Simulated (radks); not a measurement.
Results of a calculation; reference values are marked as such.
Question: The vanadium ion V2+, 21 electrons, occupied as [Ar] 3d3. Code: a radial shooting solver on a logarithmic mesh with Libxc functionals. Model: Dirac Kohn-Sham, BLYP, spin-unpolarised, spherical densities, finite nucleus; open shells fill j = l - 1/2 first; Fermi nuclear charge, rms radius 3.6002 fm. Some entries of the table are withheld. Estimate them.

orbital  occ.  eigenvalue (eV)  <r^2> (bohr^2)
1s1/2       2        -5382.611        0.005935
2s1/2       2        -618.9823             (1)
2p1/2       2        -524.4977         0.09140
2p3/2       4        -517.3870         0.09314
3s1/2       2              (2)           1.038
3p1/2       2              (3)             (4)
3p3/2       4              (5)             (6)
3d3/2       3         -21.3506           2.263
3d5/2       0         -21.2797           2.276

Answer: 
(1) 2s1/2 <r^2> (bohr^2): 0.1123
(2) 3s1/2 eigenvalue (eV): -86.5655
(3) 3p1/2 eigenvalue (eV): -61.0049
(4) 3p1/2 <r^2> (bohr^2): 1.201
(5) 3p3/2 eigenvalue (eV): -60.1681
(6) 3p3/2 <r^2> (bohr^2): 1.221
